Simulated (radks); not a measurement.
Values are calculated unless marked as measured or tabulated.
Problem. Ta3+, configuration [Xe] 4f14 5d2. Code: a radial shooting solver on a logarithmic mesh with Libxc functionals. Model: Dirac Kohn-Sham, BLYP, spin-unpolarised, spherical densities, point nucleus; open shells fill j = l - 1/2 first. Some entries of the table are withheld. Estimate them.

| orbital | occ. | eigenvalue (Ry) | r(max) (bohr) | <r^2> (bohr^2) |
|---|---|---|---|---|
| 1s1/2 | 2 | -4947.518 | 0.01167 | 0.0004785 |
| 2s1/2 | 2 | -851.1615 | 0.06704 | 0.007314 |
| 2p1/2 | 2 | -813.4972 | (1) | 0.005232 |
| 2p3/2 | 4 | -720.1004 | (2) | 0.006435 |
| 3s1/2 | 2 | -196.5296 | 0.1889 | 0.04785 |
| 3p1/2 | 2 | (3) | 0.1770 | 0.04397 |
| 3p3/2 | 4 | (4) | 0.1908 | 0.05060 |
| 3d3/2 | 4 | -131.4847 | 0.1496 | 0.03932 |
| 3d5/2 | 6 | -127.1056 | 0.1535 | 0.04114 |
| 4s1/2 | 2 | -41.67559 | 0.4292 | 0.2377 |
| 4p1/2 | 2 | -34.78488 | 0.4294 | 0.2458 |
| 4p3/2 | 4 | -30.15256 | 0.4587 | 0.2819 |
| 4d3/2 | 4 | (5) | 0.4563 | (6) |
| 4d5/2 | 6 | (7) | 0.4656 | (8) |
| 5s1/2 | 2 | -7.38444 | 0.9883 | 1.353 |
| 5p1/2 | 2 | -5.37784 | 1.063 | 1.659 |
| 5p3/2 | 4 | -4.72124 | 1.148 | 1.946 |
| 4f5/2 | 6 | -3.92716 | 0.4385 | 0.5069 |
| 4f7/2 | 8 | -3.78120 | 0.4436 | 0.5252 |
| 5d3/2 | 2 | -2.16325 | 1.487 | 3.894 |
| 5d5/2 | 0 | -2.10408 | 1.527 | 4.094 |

Solution. 
(1) 2p1/2 r(max) (bohr): 0.04992
(2) 2p3/2 r(max) (bohr): 0.05665
(3) 3p1/2 eigenvalue (Ry): -179.8055
(4) 3p3/2 eigenvalue (Ry): -159.6998
(5) 4d3/2 eigenvalue (Ry): -18.83755
(6) 4d3/2 <r^2> (bohr^2): 0.3096
(7) 4d5/2 eigenvalue (Ry): -17.98684
(8) 4d5/2 <r^2> (bohr^2): 0.3234
